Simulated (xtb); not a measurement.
Cl3Te, doublet, from a rough starting geometry (the spin is typed, not shown lowest); GFN2-xTB (xtb).

Input for xtb:
```
$ xtb mol.xyz --gfn 2 --uhf 1 --opt vtight --json

# file mol.xyz
4

Te     0.40452305     0.11608920     0.56013774
Cl     2.18936657     0.04302162    -1.04329357
Cl    -1.60315053    -0.87387719     1.62997222
Cl    -1.03179771     0.73911037    -1.21382365
```

What the program printed (banner, timings and long lists left out):

```
   ID    Z sym.   atoms
    1   52 Te     1
    2   17 Cl     2-4

           -------------------------------------------------
          |                Calculation Setup                |
           -------------------------------------------------

           -------------------------------------------------
          |                 G F N 2 - x T B                 |
           -------------------------------------------------

          ...................................................
          :                      SETUP                      :
          :.................................................:
          :  # basis functions                  40          :
          :  # atomic orbitals                  36          :
          :  # shells                           12          :
          :  # electrons                        27          :
          :  max. iterations                   250          :
          :  Hamiltonian                  GFN2-xTB          :
          :  restarted?                      false          :
          :  GBSA solvation                  false          :
          :  PC potential                    false          :
          :  electronic temp.          300.0000000     K    :
          :  accuracy                    1.0000000          :
          :  -> integral cutoff          0.2500000E+02      :
          :  -> integral neglect         0.1000000E-07      :
          :  -> SCF convergence          0.1000000E-05 Eh   :
          :  -> wf. convergence          0.1000000E-03 e    :
          :  Broyden damping             0.4000000          :
          :  net charge                          0          :
          :  unpaired electrons                  1          :
          ...................................................

 iter      E             dE          RMSdq      gap      omega  full diag
   1    -16.5691344 -0.165691E+02  0.146E+01    2.35       0.0  T
   2    -15.9404269  0.628707E+00  0.149E+01    2.05       1.0  T
   3    -16.6435919 -0.703165E+00  0.982E+00    2.18       1.0  T
   4    -16.7980618 -0.154470E+00  0.315E+00    2.38       1.0  T
   5    -16.7369656  0.610962E-01  0.402E+00    2.28       1.0  T
   6    -16.7917079 -0.547423E-01  0.120E+00    2.38       1.0  T
   7    -16.7970410 -0.533314E-02  0.772E-01    2.37       1.0  T
   8    -16.7987925 -0.175146E-02  0.264E-01    2.37       1.0  T
   9    -16.7992248 -0.432363E-03  0.743E-02    2.37       1.0  T
  10    -16.7992196  0.524116E-05  0.455E-02    2.36       1.1  T
  11    -16.7992221 -0.257407E-05  0.484E-02    2.36       1.0  T
  12    -16.7992297 -0.754334E-05  0.141E-02    2.37       3.5  T
  13    -16.7992299 -0.215465E-06  0.953E-03    2.37       5.2  T
  14    -16.7992298  0.124761E-06  0.867E-03    2.37       5.8  T
  15    -16.7992301 -0.293624E-06  0.437E-03    2.37      11.4  T
  16    -16.7992301 -0.544022E-07  0.571E-04    2.37      87.5  T
  17    -16.7992301 -0.791786E-09  0.614E-04    2.37      81.4  T

   *** convergence criteria satisfied after 17 iterations ***

         :::::::::::::::::::::::::::::::::::::::::::::::::::::
         ::                     SUMMARY                     ::
         :::::::::::::::::::::::::::::::::::::::::::::::::::::
         :: total energy             -16.796401871028 Eh    ::
         :: gradient norm              0.022544398311 Eh/a0 ::
         :: HOMO-LUMO gap              2.366670909025 eV    ::
         ::.................................................::
         :: SCC energy               -16.799229072367 Eh    ::
         :: -> isotropic ES            0.010901524112 Eh    ::
         :: -> anisotropic ES          0.002113367280 Eh    ::
         :: -> anisotropic XC         -0.002298626651 Eh    ::
         :: -> dispersion             -0.004700304101 Eh    ::
         :: repulsion energy           0.002827201339 Eh    ::
         :: add. restraining           0.000000000000 Eh    ::
         :: total charge              -0.000000000000 e     ::
         :::::::::::::::::::::::::::::::::::::::::::::::::::::

      -----------------------------------------------------------
     |                   =====================                   |
     |                        A N C O P T                        |
     |                   =====================                   |
     |               Approximate Normal Coordinate               |
     |                Rational Function Optimizer                |
      -----------------------------------------------------------
      -----------------------------------------------------------
     |                   =====================                   |
     |                        A N C O P T                        |
     |                   =====================                   |
     |               Approximate Normal Coordinate               |
     |                Rational Function Optimizer                |
      -----------------------------------------------------------

          ...................................................
          :                      SETUP                      :
          :.................................................:
          :   optimization level         verytight          :
          :   max. optcycles                   200          :
          :   ANC micro-cycles                  20          :
          :   degrees of freedom                 6          :
          :.................................................:
          :   RF solver                   davidson          :
          :   write xtbopt.log                true          :
          :   linear?                        false          :
          :   energy convergence         0.1000000E-06 Eh   :
          :   grad. convergence          0.2000000E-03 Eh/α :
          :   maxmium RF displ.          1.0000000          :
          :   Hlow (freq-cutoff)         0.1000000E-01      :
          :   Hmax (freq-cutoff)         5.0000000          :
[...]
 * total energy  :   -16.7964019 Eh     change       -0.5809753E-09 Eh
 * total energy  :   -16.7953850 Eh     change        0.1016838E-02 Eh
 * total energy  :   -16.7974259 Eh     change       -0.2040864E-02 Eh
 * total energy  :   -16.7972639 Eh     change        0.1619489E-03 Eh
 * total energy  :   -16.7976773 Eh     change       -0.4133069E-03 Eh
 * total energy  :   -16.7976732 Eh     change        0.4094424E-05 Eh
 * total energy  :   -16.7976958 Eh     change       -0.2259802E-04 Eh
 * total energy  :   -16.7976951 Eh     change        0.6525699E-06 Eh
 * total energy  :   -16.7976959 Eh     change       -0.7450584E-06 Eh
 * total energy  :   -16.7976959 Eh     change       -0.7542234E-09 Eh
   *** GEOMETRY OPTIMIZATION CONVERGED AFTER 10 ITERATIONS ***
[...]
          :  net charge                          0          :
          :  unpaired electrons                  1          :
          ...................................................

 iter      E             dE          RMSdq      gap      omega  full diag
   1    -16.8011623 -0.168012E+02  0.926E-05    2.65       0.0  T
   2    -16.8011623  0.120224E-10  0.975E-05    2.65     512.6  T
   3    -16.8011623 -0.134719E-10  0.818E-05    2.65     611.2  T

   *** convergence criteria satisfied after 3 iterations ***

         :::::::::::::::::::::::::::::::::::::::::::::::::::::
         ::                     SUMMARY                     ::
         :::::::::::::::::::::::::::::::::::::::::::::::::::::
         :: total energy             -16.797695852705 Eh    ::
         :: gradient norm              0.000017735545 Eh/a0 ::
         :: HOMO-LUMO gap              2.646175008771 eV    ::
         ::.................................................::
         :: SCC energy               -16.801161306899 Eh    ::
         :: -> isotropic ES            0.011205517179 Eh    ::
         :: -> anisotropic ES          0.002234389335 Eh    ::
         :: -> anisotropic XC         -0.002024074947 Eh    ::
         :: -> dispersion             -0.004694775851 Eh    ::
         :: repulsion energy           0.003465454194 Eh    ::
         :: add. restraining           0.000000000000 Eh    ::
         :: total charge               0.000000000000 e     ::
         :::::::::::::::::::::::::::::::::::::::::::::::::::::

           -------------------------------------------------
          |                Property Printout                |
           -------------------------------------------------

    * Orbital Energies and Occupations

         #    Occupation            Energy/Eh            Energy/eV
      -------------------------------------------------------------
         1        2.0000           -1.0948691             -29.7929
         2        2.0000           -1.0735804             -29.2136
         3        2.0000           -1.0680702             -29.0637
         4        2.0000           -0.8787749             -23.9127
         5        2.0000           -0.5315113             -14.4632
         6        2.0000           -0.5309715             -14.4485
         7        2.0000           -0.5018390             -13.6557
         8        2.0000           -0.4784752             -13.0200
         9        2.0000           -0.4636764             -12.6173
        10        2.0000           -0.4539032             -12.3513
        11        2.0000           -0.4503135             -12.2537
        12        2.0000           -0.4479456             -12.1892
        13        2.0000           -0.4396287             -11.9629
        14        1.0000           -0.3841580             -10.4535 (HOMO)
        15                         -0.2869129              -7.8073 (LUMO)
        16                         -0.2479157              -6.7461
        17                         -0.0306421              -0.8338
        18                         -0.0262701              -0.7148
        19                         -0.0260293              -0.7083
        20                         -0.0259827              -0.7070
        21                         -0.0146560              -0.3988
        22                         -0.0100192              -0.2726
        23                          0.0021488               0.0585
        24                          0.0025644               0.0698
        25                          0.0051744               0.1408
       ...                                ...                  ...
        36                          1.1283806              30.7048
      -------------------------------------------------------------
                  HL-Gap            0.0972451 Eh            2.6462 eV
             Fermi-level           -0.3737144 Eh          -10.1693 eV

     #   Z          covCN         q      C6AA      α(0)
     1  52 Te       2.433     0.250   402.049    37.059
     2  17 Cl       0.807    -0.123   102.876    15.516
     3  17 Cl       0.807    -0.123   102.877    15.516
     4  17 Cl       0.832    -0.004    99.243    15.240

 Mol. C6AA /au·bohr⁶  :       2513.834388
 Mol. C8AA /au·bohr⁸  :     156875.551567
 Mol. α(0) /au        :         83.330728

Wiberg/Mayer (AO) data.
largest (>0.10) Wiberg bond orders for each atom

 ---------------------------------------------------------------------------
     #   Z sym  total        # sym  WBO       # sym  WBO       # sym  WBO
 ---------------------------------------------------------------------------
     1  52 Te   3.551 --     4 Cl   1.299     2 Cl   1.126     3 Cl   1.126
     2  17 Cl   1.339 --     1 Te   1.126     3 Cl   0.143
     3  17 Cl   1.339 --     1 Te   1.126     2 Cl   0.143
     4  17 Cl   1.440 --     1 Te   1.299
 ---------------------------------------------------------------------------

Topologies differ in total number of bonds
Writing topology from bond orders to xtbtopo.mol

molecular dipole:
                 x           y           z       tot (Debye)
 q only:        0.032       0.260       0.134
   full:        0.183       0.341       0.376       1.373
molecular quadrupole (traceless):
                xx          xy          yy          xz          yz          zz
 q only:       -2.293      -0.888       1.950       3.480       1.094       0.343
  q+dip:       -3.371      -0.863       2.752       4.894       2.108       0.620
   full:       -4.037      -1.279       3.331       6.022       2.248       0.706

optimized geometry written to: xtbopt.xyz

           -------------------------------------------------
          | TOTAL ENERGY              -16.797695852705 Eh   |
          | GRADIENT NORM               0.000017735545 Eh/α |
          | HOMO-LUMO GAP               2.646175008771 eV   |
           -------------------------------------------------

normal termination of xtb
```
